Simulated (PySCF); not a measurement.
PbBr, SMILES [Br][Pb+] (connectivity only; charge and spin as stated), charge +1, multiplicity 1.

Coordinates come from a B3LYP-D3(BJ)/def2-TZVP optimisation. The spin state was assumed, not searched. The def2 effective core potentials stand for the cores of Pb; spin–orbit coupling is left out.

Method: TDA-PBE/def2-TZVPD (PySCF).

Vertical excitations; the highest root listed may be one member of a degenerate set. Gas-phase values at a fixed geometry. State labels are in the subgroup C2v.

Computed excitation energies, oscillator strengths and character:
| state | symmetry | energy (eV) | λ (nm) | f | main pairs |
|---|---|---|---|---|---|
| S1 | A2 | 3.35 | 370 | 0.000 | HOMO→LUMO 50 %, HOMO−1→LUMO+1 50 % |
| S2 | A1 | 3.50 | 354 | 0.000 | HOMO→LUMO+1, HOMO−1→LUMO (degenerate set) |
| S3 | A2 | 3.50 | 354 | 0.000 | HOMO−1→LUMO+1, HOMO→LUMO (degenerate set) |
| S4 | B2 | 4.13 | 300 | 0.009 | HOMO−2→LUMO+1 (degenerate set) |
| S5 | B1 | 4.13 | 300 | 0.009 | HOMO−2→LUMO (degenerate set) |
| S6 | A1 | 4.71 | 263 | 0.083 | HOMO−1→LUMO 39 %, HOMO→LUMO+1 39 %, HOMO−2→LUMO+2 20 % |
| S7 | B2 | 6.03 | 206 | 0.005 | HOMO→LUMO+2 (degenerate set) |
| S8 | B1 | 6.03 | 206 | 0.005 | HOMO−1→LUMO+2 (degenerate set) |
| S9 | B2 | 8.47 | 146 | 0.114 | HOMO→LUMO+3 (degenerate set) |
| S10 | B1 | 8.47 | 146 | 0.114 | HOMO−1→LUMO+3 (degenerate set) |
| T1 | A1 | 2.99 | 415 | 0 | HOMO→LUMO+1 50 %, HOMO−1→LUMO 50 % |
| T2 | A1 | 3.14 | 395 | 0 | HOMO−1→LUMO, HOMO→LUMO+1 (degenerate set) |
| T3 | A2 | 3.14 | 395 | 0 | HOMO→LUMO, HOMO−1→LUMO+1 (degenerate set) |
| T4 | A2 | 3.35 | 370 | 0 | HOMO−1→LUMO+1 50 %, HOMO→LUMO 50 % |
Triplets are in the Tamm–Dancoff approximation.
